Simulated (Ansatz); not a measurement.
`C[OH+][B-](F)(F)F`, relaxed with RKS PBE0-D4/def2-TZVP in the Gaussian-basis code of Ansatz from a PBE-D4/def2-SVP geometry. The force threshold is 0.005 eV/Å; the program also tests the step.

The species carries charge 0 and has multiplicity 1.

Start:

```xyz
10

C     0.304    1.072   -0.696
O    -0.099   -0.312   -0.647
B    -0.112   -1.053    0.932
F     1.212   -1.232    1.172
F    -0.858   -2.159    0.651
F    -0.730   -0.104    1.700
H     0.327    1.411   -1.749
H     1.325    1.100   -0.274
H    -0.367    1.705   -0.083
H    -1.001   -0.428   -1.007
```

By how much does the energy fall, and how many steps does the optimiser take? (Best estimate.)

Computed: 0.04 eV, in 11 steps, 2 of them rejected.

Which bonds change most? (An estimate is asked.)

The calculation gave: O2–B3 from 1.744 to 1.693 Å; C1–H9 from 1.108 to 1.090 Å; C1–H7 from 1.107 to 1.089 Å; C1–H8 from 1.104 to 1.087 Å.

Give the relaxed structure. (Estimate.)

The calculation gave: 
```xyz
10

C     0.319    1.059   -0.688
O    -0.144   -0.300   -0.620
B    -0.119   -1.035    0.905
F     1.203   -1.146    1.152
F    -0.792   -2.179    0.640
F    -0.780   -0.148    1.695
H     0.340    1.370   -1.732
H     1.326    1.052   -0.280
H    -0.321    1.709   -0.093
H    -1.034   -0.383   -0.980
```
